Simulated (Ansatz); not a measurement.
Species: H$_{6}$GaN$_{3}$, SMILES `[NH2][Ga]([NH2])[NH2]` (charge 0, multiplicity 1).

Task: Give a relaxed geometry from r2SCAN-D4/def2-TZVP (Ansatz, an electronic-structure program).

Result: Several could match; the one computed here: the end point of this relaxation, one of several conformers (outside a Z-matrix the atoms follow the SMILES, hydrogens last).
Z-matrix (Å, degrees):
```
Ga
N 1 1.8261
H 2 1.0087 1 119.88
H 2 1.0087 3 109.83 1 144.00
N 1 1.8261 2 120.11 3 -24.00
H 5 1.0087 1 119.88 2 24.05
H 5 1.0087 6 109.83 1 -144.00
N 1 1.8280 2 119.88 3 160.07
H 8 1.0092 1 118.93 2 156.89
H 8 1.0092 9 109.48 1 141.42
```
